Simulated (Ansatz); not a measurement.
The same molecule with X = S, Se, Te. Ansatz, PBE0-D4/def2-TZVP geometries, multiplicity 1.

Elements past krypton have def2 core potentials. Scalar relativity is left out up to krypton.

| X | molecule | mean X–C bond length / Å | LUMO energy (PBE/def2-TZVPP) / eV | LUMO energy (PBE0/def2-TZVPP) / eV | HOMO energy (ωB97M-V/def2-TZVPP) / eV |
| --- | --- | --- | --- | --- | --- |
| S | `CSC(F)(F)F` | 1.798 | -0.91 | 0.09 | -9.77 |
| Se | `C[Se]C(F)(F)F` | 1.947 | -1.33 | -0.43 | -9.30 |

**Question.** Give the row for X = Te, `C[Te]C(F)(F)F`. (An estimate is asked.)

**Answer.** Ansatz gave: 
| X | molecule | mean X–C bond length / Å | LUMO energy (PBE/def2-TZVPP) / eV | LUMO energy (PBE0/def2-TZVPP) / eV | HOMO energy (ωB97M-V/def2-TZVPP) / eV |
| --- | --- | --- | --- | --- | --- |
| Te | `C[Te]C(F)(F)F` | 2.150 | -2.06 | -1.27 | -8.68 |

From S to Te the mean X–C bond length rises at each step, by 0.352 Å in all; the LUMO energy (PBE/def2-TZVPP) falls at each step, by 1.15 eV in all; the LUMO energy (PBE0/def2-TZVPP) falls at each step, by 1.36 eV in all; the HOMO energy (ωB97M-V/def2-TZVPP) rises at each step, by 1.09 eV in all. Bonds lengthen as the atom grows down the group.

Spin–orbit coupling is left out; it splits and shifts lone-pair levels of the heavy atoms by tenths of an eV.
